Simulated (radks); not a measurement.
Trend from Zn2+ to Hg2+: ionisation energy by Delta-SCF between NIST ground configurations, and size. Calculated with a radial shooting solver on a logarithmic mesh with Libxc functionals: scalar-relativistic Kohn-Sham, SCAN, spin-polarised, spherical densities, finite nucleus; open shells are filled with parallel spins first (spin-orbit coupling, left out, can overturn this in heavy ions); meta-GGA in the generalised Kohn-Sham scheme; Fermi nuclear charge, rms radius of each element as measured or else 0.836 A^(1/3) + 0.57 fm.

species   configuration  configuration of the ion  IE (eV)  NIST (eV)  kind  -e(HOMO) (eV)  outermost  <r> outermost (bohr)
Zn2+          [Ar] 3d10                  [Ar] 3d9   40.368     39.723  exp.    31.046 (3d)         3d                 0.876
Cd2+          [Kr] 4d10                  [Kr] 4d9   38.045      37.47  exp.    30.726 (4d)         4d                  1.25
Hg2+     [Xe] 4f14 5d10             [Xe] 4f14 5d9   35.548      34.49  exp.    29.030 (5d)         5d                  1.43

Reference values: NIST Atomic Spectra Database (exp. = measured, semi-emp. = semi-empirical, theory = theoretical value adopted there). Open shells are spherical and high-spin; term and fine-structure splittings are not resolved. Spin-orbit splitting is averaged out at the scalar-relativistic level.
